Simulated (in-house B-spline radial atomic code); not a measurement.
# Neutral manganese: [Ar] 3d5 4s2

Method: scalar-relativistic (X2C) revTPSS, spin-polarised, spherical fractional occupations, Fermi nucleus of rms radius 3.7057 fm. Calculated with an all-electron radial atomic-structure program (B-spline basis).

Screening seen three ways: the hydrogenic charge with the same mean radius, Z_r = [3n² - l(l+1)]/(2<r>), the one with the same energy, Z_e = n√(-2ε), and Slater's rules. Values are occupation-weighted means over spin.

```
shell  electrons   ε (eV)  <r> (bohr)    Z_r    Z_e  Slater
   1s          2  -6438.6     0.06055  24.77  21.75   24.70
   2s          2   -745.5      0.2788  21.52  14.80   20.85
   2p          6  -629.31      0.2471  20.23  13.60   20.85
   3s          2  -85.899      0.8527  15.83   7.54   13.75
   3p          6  -53.962      0.9074  13.78   5.97   13.75
   3d          5  -8.1848       1.191   8.81   2.33    5.60
   4s          2   -5.034        3.16   7.59   2.43    3.60
```

The least bound orbital is 4s down at -4.489 eV, and it is also the most diffuse (<r> = 3.306 bohr). The part-filled 3d shell lies below the filled 4s shell in orbital energy.

The density falls to 0.001 bohr⁻³ at 4.572 bohr; Σ<r²> = 40.841 bohr² gives, by the non-relativistic formula and without the paramagnetism of open shells, a Langevin diamagnetic susceptibility of -32.35×10⁻⁶ cm³/mol.
Radii and densities under X2C are those of the two-component orbitals, without the picture-change correction, which makes inner s shells of heavy atoms about 5 % too small.
